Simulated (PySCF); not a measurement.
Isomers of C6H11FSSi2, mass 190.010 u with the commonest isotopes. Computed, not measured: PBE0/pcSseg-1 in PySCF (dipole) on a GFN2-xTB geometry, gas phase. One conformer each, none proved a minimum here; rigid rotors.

Task: Order these by dipole moment, smallest first.
A. `[CH:1]#[C:2][CH2:3][S:4][CH2:5][Si:6]1([F:7])[CH2:8][SiH2:9][CH2:10]1` with C2–C3–S4–C5 -61°, C3–S4–C5–Si6 176°, S4–C5–Si6–F7 179°
B. `[CH3:1][C:2](=[S:3])[C@@H:4]1[SiH2:5][CH:6]=[CH:7][SiH2:8][C@H:9]1[F:10]` with C1–C2–C4–Si5 93°, C2–C4–Si5–C6 -172°, C4–Si5–C6–C7 11°, C6–C7–Si8–C9 16°, C7–Si8–C9–F10 -172°
C. `[CH3:1][C:2]#[C:3][Si@@H:4]([S:5][SiH3:6])[C@H:7]1[CH2:8][C@H:9]1[F:10]` with C3–Si4–S5–Si6 -57°, C3–Si4–C7–C8 19°

Result: A (1.27 D), C (2.37 D), B (3.96 D).

Task: Order these by rotational constant A, smallest first.
A. `[CH3:1][C:2](=[S:3])[C@@H:4]1[SiH2:5][CH:6]=[CH:7][SiH2:8][C@H:9]1[F:10]` with C1–C2–C4–Si5 93°, C2–C4–Si5–C6 -172°, C4–Si5–C6–C7 11°, C6–C7–Si8–C9 16°, C7–Si8–C9–F10 -172°
B. `[CH:1]#[C:2][CH2:3][S:4][CH2:5][Si:6]1([F:7])[CH2:8][SiH2:9][CH2:10]1` with C2–C3–S4–C5 -61°, C3–S4–C5–Si6 176°, S4–C5–Si6–F7 179°
C. `[CH3:1][C:2]#[C:3][Si@@H:4]([S:5][SiH3:6])[C@H:7]1[CH2:8][C@H:9]1[F:10]` with C3–Si4–S5–Si6 -57°, C3–Si4–C7–C8 19°

Result: C (899.6 MHz), A (1259 MHz), B (1517 MHz).

Task: Order these by out-of-plane moment Σ m c² = (Ia + Ib − Ic)/2, smallest first.
A. `[CH3:1][C:2](=[S:3])[C@@H:4]1[SiH2:5][CH:6]=[CH:7][SiH2:8][C@H:9]1[F:10]` with C1–C2–C4–Si5 93°, C2–C4–Si5–C6 -172°, C4–Si5–C6–C7 11°, C6–C7–Si8–C9 16°, C7–Si8–C9–F10 -172°
B. `[CH:1]#[C:2][CH2:3][S:4][CH2:5][Si:6]1([F:7])[CH2:8][SiH2:9][CH2:10]1` with C2–C3–S4–C5 -61°, C3–S4–C5–Si6 176°, S4–C5–Si6–F7 179°
C. `[CH3:1][C:2]#[C:3][Si@@H:4]([S:5][SiH3:6])[C@H:7]1[CH2:8][C@H:9]1[F:10]` with C3–Si4–S5–Si6 -57°, C3–Si4–C7–C8 19°

Result: A (78.63 u·Å²), C (86.00 u·Å²), B (109.00 u·Å²).

```csv
SMILES,point group,Ia (u·Å²),Ib (u·Å²),Ic (u·Å²),κ,μa (D),μb (D),μc (D)
CC(=S)[C@@H]1[SiH2]C=C[SiH2][C@H]1F,C1,401.42,815.62,1059.79,-0.63,3.30,1.11,1.87
C#CCSC[Si]1(F)C[SiH2]C1,C1,333.13,1183.65,1298.77,-0.93,1.13,0.50,0.26
CC#C[Si@@H](S[SiH3])[C@H]1C[C@H]1F,C1,561.78,923.37,1313.15,-0.37,0.15,2.19,0.89
```
